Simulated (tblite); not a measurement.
Species: C₁₃H₉NS.
Atom-mapped SMILES: `[N:1]#[C:2]/[CH:3]=[C:4]1/[CH:5]=[CH:6][CH:7]=[C:8]([c:9]2[cH:10][cH:11][cH:12][s:13]2)[CH:14]=[CH:15]1` (hydrogens: H16 on C3; H17 on C5; H18 on C6; H19 on C7; H20 on C10; H21 on C11; H22 on C12; H23 on C14; H24 on C15)

A start from a force field or distance geometry was refined with tblite, GFN2-xTB geometry optimisation, gas phase. Values at the start:

| coordinate | start |
| --- | --- |
| C2–C3 | 1.441 Å |
| C3=C4 | 1.343 Å |
| C3–H16 | 1.095 Å |
| C4–C5 | 1.364 Å |
| C4–C15 | 1.345 Å |
| C5–C6 | 1.333 Å |
| C6–C7 | 1.344 Å |
| C6–H18 | 1.098 Å |
| C7–C8 | 1.343 Å |
| C8–C9 | 1.435 Å |
| C8–C14 | 1.341 Å |
| C9–S13 | 1.728 Å |
| C10–C11 | 1.425 Å |
| C11–C12 | 1.378 Å |
| C12–H22 | 1.085 Å |
| C14–H23 | 1.098 Å |
| C2–C3–C4 | 126.5° |
| C3–C4–C5 | 114.4° |
| C3–C4–C15 | 120.2° |
| C4–C15–C14 | 129.8° |
| C5–C4–C15 | 125.4° |
| C7–C8–C9 | 116.5° |
| C7–C8–C14 | 126.6° |
| C10–C9–S13 | 111.3° |
| C7–C8–C9–C10 | 93° |

Q: How do these coordinates change at the GFN2-xTB level?

A: 
```tsv
coordinate	GFN2-xTB (Å or °)	change
C8–C14	1.444	+0.103
C4–C15	1.446	+0.101
C6–C7	1.420	+0.076
C4–C5	1.439	+0.075
C2–C3	1.393	-0.048
C3=C4	1.368	+0.025
C7–C8	1.366	+0.023
C5–C6	1.353	+0.020
C11–C12	1.359	-0.019
C10–C11	1.407	-0.018
C9–S13	1.745	+0.017
C14–H23	1.081	-0.017
C8–C9	1.450	+0.015
C6–H18	1.084	-0.014
C3–H16	1.081	-0.014
C12–H22	1.072	-0.013
C3–C4–C5	118.3	+3.9
C2–C3–C4	123.9	-2.6
C5–C4–C15	122.9	-2.5
C7–C8–C9	118.7	+2.2
C3–C4–C15	118.8	-1.4
C7–C8–C14	125.2	-1.4
C4–C15–C14	131.2	+1.4
C10–C9–S13	110.0	-1.3
C7–C8–C9–C10	160	+67
```

The energy falls by 1.118 eV over 194 L-BFGS steps, the largest force on an atom goes from 4.28 to 0.008 eV/Å, and the atoms move by 0.753 Å rms after alignment. The bond that changes most is C8–C14 (fully substituted alkene carbon to alkene CH carbon), which lengthens by 0.103 Å. Bonds longer at the end by more than 0.005 Å: 10 of 25; shorter: 8. Among the dihedrals that turn most is C7–C8–C9–S13, from -88° to -19°. Rotational constants go from 1432, 257.5, 237.5 to 1451, 256.1, 218.9 MHz.

The run took 3.4 s of wall time on one thread, AMD EPYC 7B13 (x86_64) (shared host).

Its GFN2-xTB frequencies are all real (lowest 19 cm⁻¹). The numbers are those of one conformer.

These are computed values.
